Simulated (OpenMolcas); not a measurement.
Ta3+: effect of the metal basis

Ta3+ with its 6 nearest fluoride ions at 2.082 Å, on the Y site of Cs2NaYF6 (a = 9.075 Å, distance in the model lattice 2.178 Å). The rest of the host is ab initio model potentials to 7.6 Å and point charges beyond; the distance is set by hand and nothing relaxes.

- Program: OpenMolcas 26.06
- Method: CASSCF
- Spin-orbit coupling: RASSI with atomic mean-field integrals over the reference wave functions

Fixed: ligand basis ANO-RCC-VDZP, active space 2 electrons in 5 orbitals (5d), DKH2 Hamiltonian.

States (labels of O, the rotations of Oh). Energies in cm-1 above the lowest state or level, χT in cm3 K/mol; under a threefold ground state the first gap can be a small split of the lowest multiplet, not the spin-orbit step; 10Dq and B are least-squares fits to the states below 45000 cm-1, weighted by degeneracy, with a free offset, and given where the rms deviation is under 5 % of |10Dq| (or 100 cm-1) and under 700 cm-1.

| Run | Metal basis | Ground state | First state of that spin | 10Dq | B (rms of fit) | First gap with spin-orbit (degeneracies) | χT at 300 K | First state of another spin | Cost |
| --- | --- | --- | --- | --- | --- | --- | --- | --- | --- |
| A | ANO-RCC-VDZP | 3T1 | 3T2 29386 | 30700 | 641 (131) | 221.7 (2, 3) | 0.152 | 1E 9277 | roughly 27 core-seconds |
| B | ANO-RCC-VTZP | 3T1 | 3T2 28849 | 30328 | 656 (118) | 213.7 (2, 3) | 0.156 | 1E 9429 | roughly 70 core-seconds |

Against A, |10Dq| changes by -1.2 % in B.

Costs are those of the RASSCF and RASSI steps.

An orbital triplet at a regular site is open to Jahn-Teller coupling, which can distort the site and quench the lowest spin-orbit gaps and is left out. Without dynamic correlation the repulsion within the d shell is too large (B by tens of per cent), so at a given field states of lower spin stand too high. With metal d orbitals alone the field can be off either way by tens of per cent. Ligand-to-metal charge-transfer states are missing. With no ligand orbital active B as a rule stays too high, so bands that hang on it stand too high and its fall with covalency is understated. The least metal-like active orbital is 81 % on the metal (Löwdin) and no ligand orbital is active, so the numbers are rough (holds for A). The least metal-like active orbital is 82 % on the metal (Löwdin) and no ligand orbital is active, so the numbers are rough (holds for B). No measured value stands beside these numbers; the geometry was set by hand and not optimised.
